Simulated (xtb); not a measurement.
Input file for xtb: GFN2-xTB on SnGe, 2S+1 = 1, a point of a bond scan (R = 2.479 Å).

```
$ xtb mol.xyz --gfn 2 --sp --chrg 0 --uhf 0
2

Ge     0.00000000     0.00000000     0.00000000
Sn     0.00000000     0.00000000     2.47901100
```

**Question.** Predict the final total energy.

**Answer.** -3.9816 hartree.
